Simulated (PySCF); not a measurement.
**Radial density of O (oxygen, neutral)**

UHF, [He] 2s2 2p4, high-spin 3P determinant. All numbers are calculated (PySCF 2.14, the non-relativistic Hamiltonian (point nucleus), in aug-cc-pwCVDZ (5s4p2d, 27 functions)).

```csv
r (bohr),4πr²ρ (e/bohr),4πr²(ρα − ρβ)
0.00418,0.06395,0.0000
0.00704,0.1737,0.0000
0.0118,0.4534,0.0000
0.0199,1.130,0.0001
0.0335,2.573,0.0007
0.0563,5.078,0.0036
0.0947,7.850,0.0186
0.159,8.198,0.0943
0.268,4.914,0.3758
0.451,3.135,1.0157
0.758,4.673,1.6269
1.28,3.549,1.1399
2.15,0.8905,0.2520
3.61,0.05802,0.0118
6.07,0.0008228,-0.0003
```
